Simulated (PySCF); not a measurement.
**Co: electron affinity**

Co⁻ [Ar] 3d8 4s2 (3F) → Co [Ar] 3d7 4s2 (4F), as a difference of total energies. Computed with PySCF 2.14 in def2-TZVPPD (6s6p4d2f1g, 67 functions), with the non-relativistic Hamiltonian (point nucleus). Correlated levels: valence and next inner shell: [Ne] frozen. The calculations carry no spin-orbit coupling.

```tsv
method	electron affinity (eV)
UHF	-2.181
MP2 (valence and next inner shell)	1.017
SCS-MP2 (valence and next inner shell)	0.732
CCSD (valence and next inner shell)	0.065
CCSD(T) (valence and next inner shell)	0.336
```

A first-order spin-orbit estimate (lowest level to lowest level, LS coupling) adds -0.009 eV.

These non-relativistic numbers lack the scalar-relativistic shift.

Errors of the correlated levels include the incompleteness of this basis and the frozen core.

A negative affinity means that the anion lies above the atom at that level of theory.

For comparison: 0.662 eV (measured; photodetachment measurements, as compiled on the Wikipedia data page of electron affinities).
